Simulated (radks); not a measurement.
All-electron atom: the tungsten ion W26+ in [Kr] 4d10 4f2 (the NIST ground configuration).

Method: scalar-relativistic Kohn-Sham, exchange-only LDA, spin-polarised, spherical densities, point nucleus; open shells are filled with parallel spins first (spin-orbit coupling, left out, can overturn this in heavy ions); computed with a radial shooting solver on a logarithmic mesh with Libxc functionals.

Energy parts (eV):
part                   energy
total              -430598.96
kinetic             475440.51
electron-nucleus  -1022959.50
Hartree             124362.40
exchange             -7442.36

Orbitals (lengths in bohr, moments of r in powers of bohr; r(max) is where P^2 peaks):
orbital,occ.,eigenvalue (eV),<r>,r(max)
1s down,1,-70283.04,0.01835,0.01146
1s up,1,-70283.03,0.01835,0.01146
2s up,1,-12835.42,0.07763,0.06572
2s down,1,-12835.30,0.07763,0.06572
2p up,3,-11334.27,0.06949,0.05391
2p down,3,-11334.18,0.06949,0.05391
3s up,1,-3615.851,0.2008,0.1854
3s down,1,-3613.513,0.2007,0.1853
3p up,3,-3171.105,0.2009,0.1834
3p down,3,-3168.767,0.2008,0.1834
3d up,5,-2659.939,0.1819,0.1494
3d down,5,-2658.121,0.1818,0.1493
4s up,1,-1359.544,0.4285,0.4107
4s down,1,-1355.930,0.4287,0.4108
4p up,3,-1204.392,0.4472,0.4268
4p down,3,-1200.921,0.4475,0.4269
4d up,5,-1011.453,0.4572,0.4280
4d down,5,-1008.034,0.4576,0.4281
4f up,2,-803.5417,0.4444,0.3721
4f down,0,-799.7969,0.4450,0.3724

The highest occupied level is 4f up at -803.54 eV. Summed over all electrons, <r^2> = 5.431 bohr^2, which gives a Langevin (diamagnetic) susceptibility term of -4.3 x 10^-6 cm^3/mol. The density falls to 0.001 e/bohr^3 at r = 1.29 bohr.
